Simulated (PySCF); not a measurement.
N,N-disilylmethanamine (CH9NSi2), SMILES CN([SiH3])[SiH3]. Geometry: PBE-D3(BJ)/def2-SVP.

Task: Give the equilibrium geometry at PBE-D3(BJ)/def2-SVP (PySCF confirms it by a frequency run) as Cartesian coordinates in Å, and its point group. (Estimate from the structure and the level; the computed values follow.)

Result: point group Cs.
```xyz
13

Si     0.0071    -0.5200    -1.5565
N     -0.0796     0.2930     0.0000
C      0.0199     1.7571     0.0000
Si     0.0071    -0.5200     1.5565
H     -1.0084     0.0910    -2.4889
H      1.3559    -0.3818    -2.2236
H     -0.2812    -1.9775    -1.3421
H     -0.4830     2.1897    -0.8924
H     -0.4830     2.1897     0.8924
H      1.0726     2.1248     0.0000
H     -1.0084     0.0910     2.4889
H     -0.2812    -1.9775     1.3421
H      1.3559    -0.3818     2.2236
```
